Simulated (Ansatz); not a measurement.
`C[Si](F)(F)C#N` + H–F → `N#C[Si](F)(F)F` + CH₄ at 298.15 K and 1 bar (ligand exchange at the Si–C bond).

Program: Ansatz. Geometries: PBE0-D4/def2-TZVP. ΔE: electronic, gas phase. CCSD(T)/CBS adds triple-zeta CCSD(T) − MP2 to the extrapolated MP2 energy (def2 sets, frozen cores). This one scheme is used for every species.

```
         species  CCSD(T)/CBS energy (Eh)  H − E (kJ/mol)  S (J/(mol·K))
`C[Si](F)(F)C#N`               -621.42890           157.8          352.4
             H–F               -100.39570            33.5          173.6
`N#C[Si](F)(F)F`               -681.41275            66.6          323.3
             CH₄                -40.46206           127.4          186.2
```

H − E and S are ideal-gas, rigid-rotor, harmonic terms from PBE0-D4/def2-TZVP. 1 Eh = 2625.50 kJ/mol, R = 8.31446 J/(mol·K).

Q: By hand: ΔE, ΔH, ΔS and ΔG.

A: ΔE = (-681.41275) + (-40.46206) − (-621.42890) − (-100.39570) = -0.05021 Eh = -131.8 kJ/mol. Δ(H − E) = 66.6 + 127.4 − 157.8 − 33.5 = 2.7, so ΔH = -129.1 kJ/mol. ΔS = 323.3 + 186.2 − 352.4 − 173.6 = -16.5 J/(mol·K). ΔG = -129.1 − 298.15 × (-16.5)/1000 = -124.2 kJ/mol.

Q: By hand: the equilibrium constant, and the temperature at which ΔG would vanish if ΔH and ΔS stayed fixed.

A: log₁₀ K = −ΔG/(RT ln 10) = 21.8. ΔG = 0 at ΔH/ΔS = 7824 K, far beyond where these terms or the molecules hold.

ΔH outweighs TΔS. A doubt of 5 kJ/mol in ΔE shifts log₁₀ K by 0.9 here. These are equilibria of isolated gas molecules and say nothing of rates. Largest T1 diagnostic: 0.013 (customary marks: 0.02 for closed shells, 0.045 for open ones).
